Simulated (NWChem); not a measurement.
All runs are NWChem calculations. System: C3H2F2, charge 1, spin multiplicity 2, at the geometry of a parent with another charge or spin, in a state set for the comparison that need not be this species' ground state. Its SCF solution wasn't tested for a lower state. Level: UPBE0/cc-pVTZ.

Job file:

```
start mol
memory heap 200 mb stack 900 mb global 1100 mb
charge 1
geometry units angstroms nocenter noautoz
  C      0.000000     0.000000     2.182408
  C      0.000000     0.000000     0.875122
  C      0.000000     0.000000    -0.431115
  F      1.079872     0.000000    -1.181871
  F     -1.079872     0.000000    -1.181871
  H      0.000000     0.934588     2.757596
  H      0.000000    -0.934588     2.757596
  symmetry group C2v
end
basis spherical
  * library cc-pvtz
end
dft
  xc pbe0
  odft
  mult 2
  semidirect memsize 60000000 filesize 0
  iterations 100
end
task dft energy
```

Output (cleaned and shortened):

```
             Northwest Computational Chemistry Package (NWChem) 7.3.0
             --------------------------------------------------------

                                NWChem Input Module
                                -------------------

 Scaling coordinates for geometry "geometry" by  1.889725989
 (inverse scale =  0.529177249)

 Turning off AUTOSYM since
 SYMMETRY directive was detected!

                             Geometry "geometry" -> ""
                             -------------------------

 Output coordinates in angstroms (scale by  1.889725989 to convert to a.u.)

  No.       Tag          Charge          X              Y              Z
 ---- ---------------- ---------- -------------- -------------- --------------
    1 C                    6.0000     0.00000000     0.00000000     2.18240800
    2 C                    6.0000     0.00000000     0.00000000     0.87512200
    3 C                    6.0000     0.00000000     0.00000000    -0.43111500
    4 F                    9.0000     1.07987200     0.00000000    -1.18187100
    5 F                    9.0000    -1.07987200     0.00000000    -1.18187100
    6 H                    1.0000     0.00000000     0.93458800     2.75759600
    7 H                    1.0000     0.00000000    -0.93458800     2.75759600

 Effective nuclear repulsion energy (a.u.)     156.0696721652

            Nuclear Dipole moment (a.u.)
            ----------------------------
        X                 Y               Z
 ---------------- ---------------- ----------------
     0.0000000000     0.0000000000     0.0000075589

      Symmetry information
      --------------------

 Group name             C2v
 Group number             16
 Group order               4
 No. of unique centers     5

      Symmetry unique atoms

     1    2    3    4    6


 Summary of "ao basis" -> "" (spherical)
 ------------------------------------------------------------------------------
       Tag                 Description            Shells   Functions and Types
 ---------------- ------------------------------  ------  ---------------------
 *                          cc-pvtz                   on all atoms

                                 NWChem DFT Module
                                 -----------------

 Summary of "ao basis" -> "ao basis" (spherical)
 ------------------------------------------------------------------------------
       Tag                 Description            Shells   Functions and Types
 ---------------- ------------------------------  ------  ---------------------
 C                          cc-pvtz                 10       30   4s3p2d1f
 F                          cc-pvtz                 10       30   4s3p2d1f
 H                          cc-pvtz                  6       14   3s2p1d

 Summary of "ao basis" -> "ao basis" (spherical)
 ------------------------------------------------------------------------------
       Tag                 Description            Shells   Functions and Types
 ---------------- ------------------------------  ------  ---------------------
 C                          cc-pvtz                 10       30   4s3p2d1f
 F                          cc-pvtz                 10       30   4s3p2d1f
 H                          cc-pvtz                  6       14   3s2p1d

      Symmetry analysis of basis
      --------------------------

        a1         69
        a2         23
        b1         45
        b2         41

            General Information
            -------------------
[...]
 Vector   21  Occ=0.000000D+00  E=-2.145518D-01  Symmetry=b2
              MO Center=  5.1D-16, -6.3D-15,  5.3D-01, r^2= 2.9D+00
   Bfn.  Coefficient  Atom+Function         Bfn.  Coefficient  Atom+Function
  ----- ------------  ---------------      ----- ------------  ---------------
    69     -0.422993  3 C  py                42      0.389177  2 C  py
    72     -0.369896  3 C  py               153     -0.330746  6 H  s
   167      0.330746  7 H  s                 39      0.309455  2 C  py
    66     -0.285830  3 C  py                36      0.226996  2 C  py
   152     -0.183007  6 H  s                166      0.183007  7 H  s

   alpha - beta orbital overlaps
   -----------------------------

   alpha      1      2      3      4      5      6      7      8      9     10
    beta      1      2      3      4      5      6      7      8      9     10
 overlap   1.000  1.000  1.000  1.000  1.000  1.000  1.000  0.993  0.994  0.999

   alpha     11     12     13     14     15     16     17     18     19     20
    beta     11     12     13     16     15     14     17     18     19     20
 overlap   1.000  0.994  1.000  1.000  0.992  1.000  1.000  0.998  0.987  0.998

   alpha     21     22     23     24     25     26     27     28     29     30
    beta     21     22     23     24     25     26     27     30     29     28
 overlap   0.996  0.990  0.988  0.998  0.965  0.967  0.999  0.996  0.998  0.999

   alpha     31     32     33     34     35     36     37     38     39     40
    beta     31     32     33     34     35     36     37     38     39     40
 overlap   0.997  0.999  0.994  0.998  0.997  0.996  1.000  0.995  0.997  0.980

   alpha     41     42     43     44     45     46     47     48     49     50
    beta     41     42     43     44     45     46     47     48     49     51
 overlap   0.984  0.996  0.999  1.000  0.998  0.998  1.000  0.999  1.000  1.000

   alpha     51     52     53     54     55     56     57     58     59     60
    beta     50     52     53     54     55     56     57     58     59     60
 overlap   1.000  1.000  0.999  0.999  1.000  1.000  1.000  1.000  1.000  1.000

   alpha     61     62     63     64     65     66     67     68     69     70
    beta     61     62     63     65     64     66     67     68     69     70
 overlap   1.000  0.999  1.000  0.999  1.000  1.000  0.999  0.997  0.997  1.000

   alpha     71     72     73     74     75     76     77     78     79     80
    beta     71     72     73     74     75     76     77     78     81     79
 overlap   1.000  1.000  1.000  0.997  0.999  0.998  0.998  0.996  0.995  1.000

   alpha     81     82     83     84     85     86     87     88     89     90
    beta     80     82     83     84     85     86     87     88     89     90
 overlap   1.000  0.999  0.993  0.996  0.997  0.997  0.996  0.995  0.990  0.997

   alpha     91     92     93     94     95     96     97     98     99    100
    beta     91     92     93     94     95     96     97     98     99    100
 overlap   0.993  0.996  0.997  0.992  0.945  0.948  0.998  0.990  0.998  0.997

   alpha    101    102    103    104    105    106    107    108    109    110
    beta    101    102    103    104    106    105    107    108    109    110
 overlap   0.999  1.000  0.994  1.000  0.999  0.997  1.000  1.000  0.998  0.999

   alpha    111    112    113    114    115    116    117    118    119    120
    beta    111    112    113    114    115    116    117    118    119    120
 overlap   0.999  0.999  1.000  1.000  1.000  1.000  1.000  0.999  1.000  0.999

   alpha    121    122    123    124    125    126    127    128    129    130
    beta    121    122    123    124    125    126    127    128    129    130
 overlap   1.000  1.000  1.000  0.999  0.999  1.000  0.999  0.999  1.000  1.000

   alpha    131    132    133    134    135    136    137    138    139    140
    beta    131    132    133    134    135    136    137    138    139    140
 overlap   1.000  0.994  0.994  1.000  1.000  0.998  0.998  0.996  0.996  1.000

   alpha    141    142    143    144    145    146    147    148    149    150
    beta    141    142    143    144    145    146    148    147    149    150
 overlap   1.000  1.000  1.000  1.000  1.000  1.000  1.000  1.000  1.000  0.995

   alpha    151    152    153    154    155    156    157    158    159    160
    beta    151    152    153    154    155    156    157    158    159    160
 overlap   1.000  1.000  1.000  0.995  1.000  0.999  0.999  1.000  1.000  1.000

   alpha    161    162    163    164    165    166    167    168    169    170
    beta    161    162    163    164    165    166    167    168    169    170
 overlap   1.000  1.000  1.000  1.000  1.000  1.000  1.000  1.000  1.000  1.000

   alpha    171    172    173    174    175    176    177    178
    beta    171    172    173    174    175    176    177    178
 overlap   1.000  1.000  1.000  1.000  1.000  1.000  1.000  1.000

     --------------------------
     Expectation value of S2:
     --------------------------
      <S2> =      0.7559 (Exact =     0.7500)

 center of mass
 --------------
 x =   0.00000000 y =   0.00000000 z =  -0.19470903

 moments of inertia (a.u.)
 ------------------
         492.561112017269           0.000000000000           0.000000000000
           0.000000000000         644.504126796779           0.000000000000
           0.000000000000           0.000000000000         164.517296635679

     Multipole analysis of the density
     ---------------------------------

     L   x y z        total         alpha         beta         nuclear
     -   - - -        -----         -----         ----         -------
     0   0 0 0      1.000000    -19.000000    -18.000000     38.000000

     1   1 0 0     -0.000000     -0.000000     -0.000000      0.000000
     1   0 1 0     -0.000000     -0.000000     -0.000000      0.000000
     1   0 0 1      1.898341      0.744168      1.154166      0.000008

     2   2 0 0    -18.653980    -47.400395    -46.211024     74.957439
     2   1 1 0     -0.000000     -0.000000      0.000000      0.000000
     2   1 0 1     -0.000000     -0.000000     -0.000000      0.000000
     2   0 2 0    -16.207455    -12.116069    -10.329712      6.238326
     2   0 1 1      0.000000      0.000000      0.000000      0.000000
     2   0 0 2     -5.510097   -138.020536   -134.030353    266.540792

 Task  times  cpu:       13.4s     wall:       13.4s

 Total times  cpu:       13.4s     wall:       13.4s
```
